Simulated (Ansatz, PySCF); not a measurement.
Potential energy surface of Li₂O, singlet: symmetric bend, bond length relaxed. Scanned: Li-O-Li angle. Other coordinates (O-Li bond length) were minimised at B3LYP/def2-TZVP.

PBE/def2-TZVP (PySCF); r2SCAN/def2-TZVP (PySCF); CCSD(T)/aug-cc-pVQZ = CCSD(T) on RHF/aug-cc-pVQZ, frozen core in Ansatz (a quantum-chemistry and plane-wave program).

Energies relative to the lowest point of each profile, in eV; the last columns give the difference from CCSD(T):

```
a / °    PBE  r2SCAN  CCSD(T)/aug-cc-pVQZ  PBE − CCSD(T)/aug-cc-pVQZ  r2SCAN − CCSD(T)/aug-cc-pVQZ
-----  -----  ------  -------------------  -------------------------  ----------------------------
180    0.000   0.000                0.000                      0.000                         0.000
167    0.007   0.007                0.006                      0.002                         0.002
157    0.022   0.024                0.018                      0.004                         0.006
147    0.048   0.051                0.040                      0.009                         0.012
137    0.089   0.094                0.073                      0.016                         0.021
127    0.147   0.157                0.125                      0.022                         0.032
117    0.229   0.248                0.202                      0.027                         0.046
107    0.350   0.383                0.321                      0.028                         0.062
97     0.531   0.582                0.505                      0.026                         0.077
87     0.802   0.877                0.788                      0.014                         0.089
80     1.069   1.167                1.070                     -0.001                         0.096
```

PBE is furthest from CCSD(T)/aug-cc-pVQZ at 107 (0.028 eV, above); its mean absolute difference over the points is 0.013 eV.

r2SCAN is furthest from CCSD(T)/aug-cc-pVQZ at 80 (0.096 eV, above); its mean absolute difference over the points is 0.040 eV.
